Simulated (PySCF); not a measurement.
**Ionising GeH**

PBE0; basis Ge cc-pVDZ-PP with ECP10, H cc-pVDZ; scalar-relativistic core potentials; PySCF 2.14. Neutral (UKS): doublet (π ↑), Re = 1.611 Å, ωe = 1876 cm⁻¹, De = 2.81 eV, HOMO -5.22 eV, LUMO -3.11 eV.

GeH⁺ (UKS): singlet (closed shell), Re = 1.597 Å, ωe = 1997 cm⁻¹, De = 2.95 eV to Ge⁺ + H. The energies at the minima are -295.08284 hartree for GeH and -294.79840 for GeH⁺.

**Question.** Work out the adiabatic ionisation energy, without and with harmonic zero-point energies (1 hartree = 27.2114 eV, 1 eV = 8065.5 cm⁻¹), and the change of the bond length.

**Answer.** At PBE0: 0.28444 hartree = 7.740 eV between the minima; the zero-point term (1997.0 − 1876.0)/2 cm⁻¹ = +0.008 eV makes it 7.748 eV. Re changes by -1.4 pm against the neutral. The electron leaves a π orbital, which is non-bonding in a hydride.

For an ion De counts to the pair picked by the measured ionisation energies or electron affinities, which need not be the lowest pair at this level. States were picked by a PBE0 search and need not be the measured ground states.
